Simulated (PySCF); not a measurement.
A small calculation by hand: dipole moment from atomic charges

AlH2Br, SMILES [Br][AlH2]. Atoms are numbered in the order given.

```xyz
4

Al     0.0000     0.0000     1.5578
H      0.0000     1.3910     2.2846
H      0.0000    -1.3910     2.2846
Br     0.0000     0.0000    -0.7092
```
Charge 0, spin multiplicity 1.

Geometry: B3LYP-D3(BJ)/def2-TZVP.

Charges (e) from ωB97X/def2-TZVPD in PySCF:

```csv
atom,ESP fit,IAO
Al1,0.752,0.746
H2,-0.232,-0.216
H3,-0.232,-0.216
Br4,-0.288,-0.314
```

The dipole moment of the full density is 1.35 D.

Question: What dipole moment does each set of point charges give, and which comes closer to that of the density?

Answer: 
μ = Σ q r, and 1 e Å = 4.8032 D.
ESP fit: Σ q r = (0.000, 0.000, 0.316) e Å, |μ| = 1.52 D.
IAO: Σ q r = (0.000, 0.000, 0.398) e Å, |μ| = 1.91 D.
ESP fit comes closer in size. Point charges leave out the atoms' own dipoles (lone pairs, polarised bonds); fits to the potential absorb them, partitions of the density don't.
